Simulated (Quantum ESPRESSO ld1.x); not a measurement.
The run below uses ld1.x (Quantum ESPRESSO 7.5).

```
 &input
    zed=22.0,
    iswitch=1,
    rel=2,
    dft='PBE',
    config='1s1 2s2 2p3',
    rel_dist='average',
    verbosity='high',
    lsmall=.true.,
    prefix='ld1',
    max_out_wfc=37,
    file_charge='ld1.rho',
 /
```

It prints (banner and zero overlaps left out):

```
     Program LD1 v.7.5 starts

     --------------------------- All-electron run ----------------------------

     dirac relativistic calculation

     atomic number is 22.00
     dft =PBE   lsd =0 sic =0 latt =0  beta=0.20 tr2=1.0E-14
     Exchange-correlation= PBE
                           (   1   4   3   4   0   0   0)
     mesh =1963 r(mesh) =  99.97874 a.u. xmin = -8.00 dx = 0.00800
     1 Ry =  13.60569312 eV, c = 137.03599908

     n l j   nl                  e(Ry)          e(Ha)          e(eV)
     Spin orbit split results
     1 0 0.5 1S 1( 1.00)    -428.536820555    -214.268410278  -5830.5404724
     2 0 0.5 2S 1( 2.00)     -86.282400858     -43.141200429  -1173.9318680
     2 1 0.5 2P 1( 1.00)     -82.241530362     -41.120765181  -1118.9530241
     2 1 1.5 2P 1( 2.00)     -81.646575443     -40.823287722  -1110.8582500
     Averaged results
     1 0     1S 1( 1.00)    -428.536820555    -214.268410278  -5830.5404724
     2 0     2S 1( 2.00)     -86.282400858     -43.141200429  -1173.9318680
     2 1     2P 1( 3.00)     -81.844893750     -40.922446875  -1113.5565080

     final scf error:  1.6E-15 reached in  21 iterations

     Etot =    -981.023380 Ry,    -490.511690 Ha,  -13347.503055 eV

     Ekin =     992.108554 Ry,     496.054277 Ha,   13498.324531 eV
     Encl =   -2082.367176 Ry,   -1041.183588 Ha,  -28332.048767 eV
     Eh   =     144.415828 Ry,      72.207914 Ha,    1964.877437 eV
     Exc  =     -35.180586 Ry,     -17.590293 Ha,    -478.656256 eV

     normalization and overlap integrals

     s(1S/1S) =  1.000000  <r> =   0.0684  <r2> =    0.0063  r(max) =   0.0451
     LC norm =  0.99361414 + SC norm =  0.00638586 =  1.00000000
     s(2S/2S) =  1.000000  <r> =   0.2938  <r2> =    0.1013  r(max) =   0.2498
     LC norm =  0.99865764 + SC norm =  0.00134236 =  1.00000000
     s(2P/2P) =  1.000000  <r> =   0.2512  <r2> =    0.0766  r(max) =   0.1965
     LC norm =  0.99866464 + SC norm =  0.00133536 =  1.00000000
     s(2P/2P) =  1.000000  <r> =   0.2534  <r2> =    0.0779  r(max) =   0.1981
     LC norm =  0.99867570 + SC norm =  0.00132430 =  1.00000000

     LC charge =  5.98694546 + SC charge =  0.01305454 =  6.00000000

     ------------------------ End of All-electron run ------------------------
```

Run on one thread of a shared host, so times are rough (Intel(R) Xeon(R) Processor @ 2.60GHz): 0.62 s of CPU time, 0.65 s wall, 21 iterations on 1963 mesh points.
